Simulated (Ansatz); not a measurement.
Relaxation of Cl4H2HfS (8 atoms, charge 0, multiplicity 1), to a largest force component of 0.03 eV/Å in at most 50 steps.

The calculation used RKS LDA/def2-SVP in Ansatz 0.2.0.

```xyz
8
Properties=species:S:1:pos:R:3
Hf -0.634 0.204 -0.517
Cl -0.154 -1.365 2.815
Cl 1.375 0.957 0.343
Cl -0.947 1.445 -2.432
Cl -0.695 -2.025 -1.122
S -2.574 0.779 0.985
H -3.063 -0.490 0.800
H -1.067 -0.379 2.750
```

**Question.** Where does it end, and by what steps?

**Answer.** The forces met the threshold. After 23 steps the energy has fallen by 1.179 eV; H8 moved furthest, 1.93 Å. Parted: Cl2–H8 (1.35 → 3.42 Å). Joined: Hf1–Cl2 (3.71 → 2.34 Å), S6–H8 (2.59 → 1.37 Å).

```csv
step,energy less start (eV),largest force component (eV/Å),accepted
0,0.0000,0.802,yes
1,-0.0963,0.857,yes
2,-0.1918,0.333,yes
3,-0.2971,0.368,yes
4,-0.3292,0.403,yes
5,-0.3811,0.770,yes
6,-0.4633,0.698,yes
7,-0.6106,0.652,yes
8,-0.7507,0.416,yes
9,-0.8152,0.309,yes
10,-0.8590,0.773,yes
11,-0.9195,0.294,yes
12,-0.9259,0.547,yes
13,-0.9423,0.441,yes
14,-0.9627,0.115,yes
15,-0.9866,0.195,yes
16,-1.0134,0.424,yes
17,-1.0499,0.416,yes
18,-1.0959,0.379,yes
19,-1.1565,0.106,yes
20,-1.1499,0.315,no
21,-1.1712,0.097,yes
22,-1.1748,0.111,yes
23,-1.1790,0.008,yes
```

```xyz
8
Properties=species:S:1:pos:R:3
Hf -0.028 0.055 0.111
Cl 0.504 0.140 2.389
Cl 2.107 0.190 -0.794
Cl -1.001 1.923 -0.909
Cl -0.722 -2.024 -0.697
S -2.578 0.152 1.328
H -3.388 -0.220 0.291
H -2.653 -1.087 1.902
```

Time of the run: 33 s on 4 threads of Arm Neoverse V2, with other jobs on the host, peak memory 0.21 GiB.
